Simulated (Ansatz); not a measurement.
A run on ClH2NOSW (`[NH2][W](=[O])(=[S])[Cl]`) with other settings.

```yaml
crystal:
  periodic: [false, false, false]
  atoms:
    - {symbol: N, position_ang: [-0.583377, 0.670565, 0.838058]}
    - {symbol: W, position_ang: [0.385707, -0.395728, -0.430682]}
    - {symbol: O, position_ang: [1.554391, -1.264387, 0.435884]}
    - {symbol: S, position_ang: [-0.988512, -1.715584, -1.386510]}
    - {symbol: Cl, position_ang: [1.414105, 0.916667, -1.970651]}
    - {symbol: H, position_ang: [-1.564315, 0.896638, 0.760423]}
    - {symbol: H, position_ang: [-0.218008, 0.891838, 1.753477]}
basis:
  gaussian: {orbitals: x2c-TZVPPall}
hamiltonian: {xc: {name: PBE}}
scf: {lower_state_search: light}
output: {forces: true}
```

```sh
$ ansatz run in.yaml --threads 4 --pin off --events-out ev --progress --plain --max-ram 10444MiB
```

It prints (some lines left out):

```
Functional definition: PBE
1804 factors; their error is unknown
mean field evaluation 1: about -466319.9503 eV, gradient 1.1e2 eV
mean field evaluation 2: about -466054.9681 eV, gradient 3.4e2 eV
mean field evaluation 4: about -466332.7586 eV, gradient 5.8e1 eV
mean field evaluation 8: about -466338.8001 eV, gradient 3.7e0 eV
mean field evaluation 16: about -466338.8110 eV, gradient 2.8e-2 eV
mean field -466338.81102405 eV, -17137.6352093349 hartree, gradient 1.3e-5 eV, S^2 0.000000; 0 other end points of the search recorded, 0 dependent functions left out
reference -466338.81108438 eV, -17137.6352115519 hartree; 62, 62 occupied and 209, 209 virtual orbitals, 1804 factors
Total energy: -466338.81108438 eV, -17137.6352115519 hartree
Relativity: scalar
Atom 0 at    -0.583377     0.670565     0.838058 Å, force     0.105909    -0.050373    -0.134174 eV/Å
Atom 1 at     0.385707    -0.395728    -0.430682 Å, force    -0.315914     0.586574    -0.403721 eV/Å
Atom 2 at     1.554391    -1.264387     0.435884 Å, force     0.646243    -0.498154     0.489052 eV/Å
Atom 3 at    -0.988512    -1.715584    -1.386510 Å, force    -0.264048    -0.267771    -0.178336 eV/Å
Atom 4 at     1.414105     0.916667    -1.970651 Å, force     0.053167     0.059039    -0.077386 eV/Å
Atom 5 at    -1.564315     0.896638     0.760423 Å, force    -0.328077     0.084801    -0.011353 eV/Å
Atom 6 at    -0.218008     0.891838     1.753477 Å, force     0.102720     0.085884     0.315918 eV/Å
Dipole moment:    -0.359069     0.554071     0.438316 e Å
```

It took 6 s on 4 threads of an Arm Neoverse V1 on a shared host, with 0.57 GiB of host memory at the peak.
